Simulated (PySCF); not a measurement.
## Bond curve of BI

Set-up: basis B x2c-SVPall, I x2c-SVPall; spin-free X2C with a Gaussian nucleus; PySCF 2.14. Energies in eV from B + I in their ground configurations at the same level. State: ¹Σ⁺ (singlet), closed shell.

All columns are TPSS. A positive dipole means B(−)I(+).

```tsv
R (Å)	E (eV)	μ (D)	Mulliken charge on B (basis-dependent)	HOMO (eV)	LUMO (eV)	Mayer bond order	⟨S²⟩
1.834	-2.868	3.51	-0.28	-5.18	-2.50	1.77	0.00
1.920	-3.385	3.01	-0.18	-5.47	-2.65	1.69	0.00
2.005	-3.676	2.50	-0.09	-5.76	-2.82	1.62	0.00
2.069	-3.785	2.11	-0.04	-5.96	-2.94	1.57	0.00
2.133	-3.824	1.72	0.00	-6.15	-3.07	1.53	0.00
2.197	-3.811	1.34	0.04	-6.32	-3.19	1.49	0.00
2.282	-3.731	0.84	0.08	-6.52	-3.36	1.45	0.00
2.389	-3.563	0.24	0.12	-6.71	-3.55	1.40	0.00
2.517	-3.303	-0.45	0.16	-6.86	-3.78	1.36	0.00
2.688	-2.909	-1.28	0.19	-6.57	-4.06	1.31	0.00
```

A fit through these points gives, at Re = 2.146 Å, μ = 1.65 D and dμ/dR = -6.03 D/Å; the reduced mass is 10.13 u.

Q: How strong is the fundamental in the double-harmonic approximation, I = 42.26·(dμ/dR)²/μred km/mol?

A: I = 42.26·(-6.03)²/10.13 = 152 km/mol at TPSS.

Spin–orbit coupling is left out, which matters for elements this heavy, above all for dissociation energies.
